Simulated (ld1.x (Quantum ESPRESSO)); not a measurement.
## indium (In), TM: configuration errors across variants

indium (In), norm-conserving Troullier–Martins (Kleinman–Bylander form), made with ld1.x (Quantum ESPRESSO) 7.5 (PBE, fully relativistic). Core [Kr], reference 4d10 5s1 5p2. Waves: 5s (bound): rc 1.75 bohr; 5p (bound): rc 1.90 bohr; 4d (bound): rc 1.85 bohr. Local part: the d channel. Core correction: Bessel-smoothed model core inside 0.95 bohr.

Open shells are filled in proportion to 2j + 1 (rel_dist='average').

All-electron excitation energies from the reference (eV): (1) 4d10 5s2 5p1 -5.829; (2) 4d10 5s2 5p0 -0.455; (3) 4d10 5s1 5p0 18.780; (4) 4d10 5s0 5p0 47.100; (5) 4d9 5s0 5p0 103.484; (6) 4d9 5s2 5p1 19.279; (7) 4d10 5s0 5p3 6.092.

Tests that are not counted but printed errors over 1 eV. “wave 5p (bound): rc 1.90 bohr becomes 5p (bound): rc 2.28 bohr”: 4d9 5s2 5p1 (solver errors, printed error -4.4 eV). “wave 5p (bound): rc 1.90 bohr becomes 5p (bound): rc 2.48 bohr”: 4d9 5s2 5p1 (solver errors, printed error -2.8 eV). “wave 5p (bound): rc 1.90 bohr becomes 5p (bound): rc 2.58 bohr”: 4d9 5s2 5p1 (solver errors, printed error -2.5 eV). “wave 5p (bound): rc 1.90 bohr becomes 5p (bound): rc 2.82 bohr”: 4d9 5s2 5p1 (solver errors, printed error -1202 eV).

1 further variants failed, have other tests or too few solved ones, and are left out.

A true bound ghost makes a file unfit for plane-wave use even where its test errors are small: the radial tests pick states by their node count and pass the ghost by. Where a test does run into it, the solver fails or the error is huge.

The file “base” misses its own reference levels by 0.5 eV. The file “wave 5p (bound): rc 1.90 bohr becomes 5p (bound): rc 1.48 bohr” misses its own reference levels by 0.5 eV. The file “wave 5p (bound): rc 1.90 bohr becomes 5p (bound): rc 1.84 bohr” misses its own reference levels by 0.5 eV. The file “wave 5p (bound): rc 1.90 bohr becomes 5p (bound): rc 2.00 bohr” misses its own reference levels by 0.5 eV. The file “wave 5p (bound): rc 1.90 bohr becomes 5p (bound): rc 2.28 bohr” misses its own reference levels by 0.5 eV. The file “wave 5p (bound): rc 1.90 bohr becomes 5p (bound): rc 2.48 bohr” misses its own reference levels by 0.5 eV. The file “wave 5p (bound): rc 1.90 bohr becomes 5p (bound): rc 2.58 bohr” misses its own reference levels by 0.5 eV. The file “wave 5p (bound): rc 1.90 bohr becomes 5p (bound): rc 2.82 bohr” misses its own reference levels by 0.5 eV.

Errors AE − PS in meV (a dash: test not solved or not reliable):

```tsv
change	(1)	(2)	(3)	(4)	(5)	(6)	(7)	bound ghosts
base	-1.4	-1.2	-2.9	-27	-110	-146	-2.9	s, p3/2, p1/2
wave 5p (bound): rc 1.90 bohr becomes 5p (bound): rc 1.48 bohr	-11	-24	-15	-27	-203	-215	-15	p1/2, p3/2, s
wave 5p (bound): rc 1.90 bohr becomes 5p (bound): rc 1.84 bohr	-1.7	-1.2	-2.0	-25	-120	-155	-3.3	s, p3/2, p1/2
wave 5p (bound): rc 1.90 bohr becomes 5p (bound): rc 2.00 bohr	-1.1	-1.6	-4.6	-30	-92	-132	-2.3	s, p3/2, p1/2
wave 5p (bound): rc 1.90 bohr becomes 5p (bound): rc 2.28 bohr	-1.6	-3.9	-6.7	-31	-57	–	-2.7	s, p3/2, p1/2
wave 5p (bound): rc 1.90 bohr becomes 5p (bound): rc 2.48 bohr	-1.7	-4.2	-6.8	-30	-53	–	-2.8	s, p3/2, p1/2
wave 5p (bound): rc 1.90 bohr becomes 5p (bound): rc 2.58 bohr	-1.5	-3.9	-6.9	-31	-57	–	-2.6	s, p3/2, p1/2
wave 5p (bound): rc 1.90 bohr becomes 5p (bound): rc 2.82 bohr	-0.8	-2.5	-7.9	-35	-75	–	-1.6	s, p3/2, p1/2
```

Q: Give the same row for: wave 5p (bound): rc 1.90 bohr becomes 5p (bound): rc 1.68 bohr.

A: -4.2, -5.0, -0.7, -19, -159, -197, -6.7; bound ghosts: s, p3/2, p1/2.
